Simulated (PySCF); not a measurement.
```xyz
11

N     -0.0524     0.9224    -0.9116
C     -0.0235    -0.0152     0.1614
N     -1.3504    -0.5121     0.3248
S      1.2952    -1.2637    -0.1966
S      0.4048     0.6513     1.8433
H     -0.7016     1.6703    -0.6942
H      0.8643     1.3106    -1.0840
H     -1.3827    -1.2663     0.9972
H     -1.7048    -0.8342    -0.5673
H      0.9322    -1.4525    -1.4788
H      1.7189     0.7892     1.6058
```

Charge 0, multiplicity 1.

Problem. Give the Mulliken and meta-Löwdin atomic charges from PBE0-D4/def2-TZVP in PySCF.

Solution. 
```
atom  Mulliken (e)  meta-Löwdin (e)
----  ------------  ---------------
N1           -0.48            -0.50
C2            0.17             0.12
N3           -0.47            -0.50
S4           -0.24            -0.13
S5           -0.23            -0.12
H6            0.24             0.24
H7            0.23             0.24
H8            0.24             0.24
H9            0.23             0.23
H10           0.15             0.09
H11           0.15             0.09
```
